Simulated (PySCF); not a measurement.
CH₈GeSi, SMILES [GeH3][SiH2]C.

The structure is a stationary point at PBE-D3(BJ)/def2-SVP. This is a generated structure with no PubChem entry under its InChIKey; it may be hypothetical.

All values below come from PBE-D3(BJ)/def2-SVP in PySCF.

Frequencies are harmonic and unscaled.

Q: List the normal modes with their intensities. (Estimate from the structure and the level; the computed values follow.)

A: 
```json
[
 {"mode": "1", "ν (cm⁻¹)": "83", "IR (km/mol)": "0.0", "moving atoms (share of kinetic energy)": "H 91 %"},
 {"mode": "2", "ν (cm⁻¹)": "129", "IR (km/mol)": "0.9", "moving atoms (share of kinetic energy)": "C 40 %, H 30 %, Si 18 %, Ge 12 %"},
 {"mode": "3", "ν (cm⁻¹)": "157", "IR (km/mol)": "0.2", "moving atoms (share of kinetic energy)": "H 96 %"},
 {"mode": "4", "ν (cm⁻¹)": "337", "IR (km/mol)": "1.1", "moving atoms (share of kinetic energy)": "Si 55 %, Ge 28 %, H 14 %"},
 {"mode": "5", "ν (cm⁻¹)": "338", "IR (km/mol)": "13.6", "moving atoms (share of kinetic energy)": "H 97 %"},
 {"mode": "6", "ν (cm⁻¹)": "431", "IR (km/mol)": "14.4", "moving atoms (share of kinetic energy)": "H 88 %"},
 {"mode": "7", "ν (cm⁻¹)": "476", "IR (km/mol)": "0.2", "moving atoms (share of kinetic energy)": "H 90 %, Si 8 %"},
 {"mode": "8", "ν (cm⁻¹)": "625", "IR (km/mol)": "0.2", "moving atoms (share of kinetic energy)": "H 93 %"},
 {"mode": "9", "ν (cm⁻¹)": "659", "IR (km/mol)": "7.7", "moving atoms (share of kinetic energy)": "H 68 %, C 27 %"},
 {"mode": "10", "ν (cm⁻¹)": "694", "IR (km/mol)": "75.8", "moving atoms (share of kinetic energy)": "H 42 %, Si 30 %, C 27 %"},
 {"mode": "11", "ν (cm⁻¹)": "760", "IR (km/mol)": "261.0", "moving atoms (share of kinetic energy)": "H 93 %"},
 {"mode": "12", "ν (cm⁻¹)": "853", "IR (km/mol)": "65.4", "moving atoms (share of kinetic energy)": "H 83 %, C 10 %"},
 {"mode": "13", "ν (cm⁻¹)": "853", "IR (km/mol)": "0.3", "moving atoms (share of kinetic energy)": "H 93 %"},
 {"mode": "14", "ν (cm⁻¹)": "859", "IR (km/mol)": "50.2", "moving atoms (share of kinetic energy)": "H 95 %"},
 {"mode": "15", "ν (cm⁻¹)": "861", "IR (km/mol)": "51.9", "moving atoms (share of kinetic energy)": "H 85 %, C 11 %"},
 {"mode": "16", "ν (cm⁻¹)": "904", "IR (km/mol)": "68.8", "moving atoms (share of kinetic energy)": "H 96 %"},
 {"mode": "17", "ν (cm⁻¹)": "1214", "IR (km/mol)": "8.9", "moving atoms (share of kinetic energy)": "H 80 %, C 20 %"},
 {"mode": "18", "ν (cm⁻¹)": "1385", "IR (km/mol)": "6.7", "moving atoms (share of kinetic energy)": "H 96 %"},
 {"mode": "19", "ν (cm⁻¹)": "1385", "IR (km/mol)": "1.8", "moving atoms (share of kinetic energy)": "H 96 %"},
 {"mode": "20", "ν (cm⁻¹)": "2060", "IR (km/mol)": "76.1", "moving atoms (share of kinetic energy)": "H 99 %"},
 {"mode": "21", "ν (cm⁻¹)": "2072", "IR (km/mol)": "96.6", "moving atoms (share of kinetic energy)": "H 98 %"},
 {"mode": "22", "ν (cm⁻¹)": "2078", "IR (km/mol)": "105.8", "moving atoms (share of kinetic energy)": "H 98 %"},
 {"mode": "23", "ν (cm⁻¹)": "2143", "IR (km/mol)": "92.7", "moving atoms (share of kinetic energy)": "H 98 %"},
 {"mode": "24", "ν (cm⁻¹)": "2151", "IR (km/mol)": "115.8", "moving atoms (share of kinetic energy)": "H 96 %"},
 {"mode": "25", "ν (cm⁻¹)": "2979", "IR (km/mol)": "3.1", "moving atoms (share of kinetic energy)": "H 97 %"},
 {"mode": "26", "ν (cm⁻¹)": "3080", "IR (km/mol)": "1.3", "moving atoms (share of kinetic energy)": "H 91 %, C 9 %"},
 {"mode": "27", "ν (cm⁻¹)": "3083", "IR (km/mol)": "1.8", "moving atoms (share of kinetic energy)": "H 91 %, C 9 %"}
]
```
